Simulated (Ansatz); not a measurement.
Species: C3H4O, net charge 0, singlet state. 
Coordinates optimised at B3LYP-D3(BJ)/def2-TZVP (Ansatz, a program for electronic structure):
```
C
H 1 1.0839
H 1 1.0839 2 114.69
C 1 1.4653 2 118.84 3 149.21
O 4 1.1941 1 147.60 2 -73.96
C 4 1.4653 5 147.60 1 180.00
H 6 1.0839 4 118.84 5 -73.96
H 6 1.0839 7 114.69 4 -149.21
```

Basis-set convergence of Hartree-Fock and CCSD(T) correlation energies (hartree) with Ansatz. Valence correlation only, unless marked. No spin-orbit coupling. Non-relativistic.

```tsv
basis	functions	E(HF)	E(corr, CCSD(T))
aug-cc-pVDZ	128	-190.75114	-0.65713
aug-cc-pVTZ	276	?	?
```

Question: Complete the blanks.

Answer: 
- aug-cc-pVTZ, E(HF): -190.79738
- aug-cc-pVTZ, E(corr, CCSD(T)): -0.78008
